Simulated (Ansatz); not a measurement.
Frontier orbitals of BClH₆Si₂ (`B[SiH2][SiH2]Cl`).

Charge 0, multiplicity 1. The geometry is a stationary point of PBE0-D4/def2-TZVP. It is one conformer, not always the lowest. Basis def2-TZVPP, Ansatz 0.2.0.

```json
{"functional": "LDA (SPW92)", "HOMO (eV)": "-6.63", "LUMO (eV)": "-2.45", "gap (eV)": "4.18"}
{"functional": "PBE", "HOMO (eV)": "-6.54", "LUMO (eV)": "-2.21", "gap (eV)": "4.33"}
{"functional": "PBE0", "HOMO (eV)": "-7.64", "LUMO (eV)": "-1.31", "gap (eV)": "6.33"}
{"functional": "HSE06 (plane-wave form)", "HOMO (eV)": "-7.24", "LUMO (eV)": "-1.69", "gap (eV)": "5.55"}
{"functional": "CAM-B3LYP", "HOMO (eV)": "-8.92", "LUMO (eV)": "-0.23", "gap (eV)": "8.69"}
{"functional": "LC-ωPBE", "HOMO (eV)": "-10.22", "LUMO (eV)": "0.86", "gap (eV)": "11.08"}
{"functional": "ωB97X-V", "HOMO (eV)": "-9.90", "LUMO (eV)": "0.76", "gap (eV)": "10.66"}
{"functional": "ωB97M-V", "HOMO (eV)": "-9.69", "LUMO (eV)": "0.48", "gap (eV)": "10.17"}
```

A quarter of exact exchange (PBE0) shifts PBE's HOMO by −1.10 eV and its LUMO by +0.89 eV; full exchange at long range (ωB97M-V) shifts them by −3.16 and +2.69 eV. The gap opens from 4.33 to 10.18 eV, since occupied levels lose self-interaction and empty ones feel all the electrons. A positive LUMO is unbound and depends on the basis.

LC-ωPBE has ω = 0.4 bohr⁻¹.
